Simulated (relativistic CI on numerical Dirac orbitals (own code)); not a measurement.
# Sensitivity of the levels of Mn⁴⁺ to α and to the nuclear radius

These numbers are calculated, not measured: Dirac-Coulomb-Breit CI, KLI orbitals optimised for each configuration, valence Slater integrals scaled by 0.85, P86 correlation energy added to each configuration, derivatives by finite differences, QED left out (own radial code, finite nucleus).

Configuration list (outside the closed core [Ne]): 3s2 3p6 3d3, 3s2 3p6 3d2 4s, 3s2 3p6 3d2 4p, 3s2 3p5 3d4, 3s2 3p6 3d2 4d, 3s2 3p6 3d2 4f, 3s2 3p6 3d 4s2, 3s 3p6 3d4. Levels of other configurations are missing.

With x = (α/α₀)² − 1 an excitation energy changes as ω = ω₀ + qx; K = 2q/ω₀ is the relative enhancement. Terms are leading LS components, so labels can repeat. The field-shift factor is F = δν/δ⟨r²⟩ for the transition from the lowest level.

Lowest level 3s2 3p6 3d3 4F_3/2.

```tsv
Level	ω₀ (cm⁻¹)	q (cm⁻¹)	F (GHz/fm²)
3s2 3p6 3d3 4F_5/2	338.8	348.7	0.0019
3s2 3p6 3d3 4F_7/2	791.5	798.5	0.00436
3s2 3p6 3d3 4F_9/2	1341.4	1323	0.00727
3s2 3p6 3d3 4P_1/2	16249.7	381.8	0.0142
3s2 3p6 3d3 4P_3/2	16407.4	478	0.0148
3s2 3p6 3d3 4P_5/2	16836.8	980.4	0.0173
3s2 3p6 3d3 2G_7/2	17267.6	434.3	0.0225
3s2 3p6 3d3 2G_9/2	17747.1	852.2	0.0249
3s2 3p6 3d3 2P_3/2	22914.9	180.3	0.0254
3s2 3p6 3d3 2P_1/2	23003.2	578.4	0.0284
3s2 3p6 3d3 2H_9/2	23726.2	583.1	0.039
3s2 3p6 3d3 2H_11/2	24063.9	835.3	0.0406
3s2 3p6 3d3 2D_5/2	24648.9	1016	0.0281
```

At this charge configurations can still be misplaced by up to about 7 % of their energy.

**Question.** Which transition from the lowest level has the largest |K|?

**Answer.** 3s2 3p6 3d3 4F_5/2 at 338.8 cm⁻¹, K = 2.06.
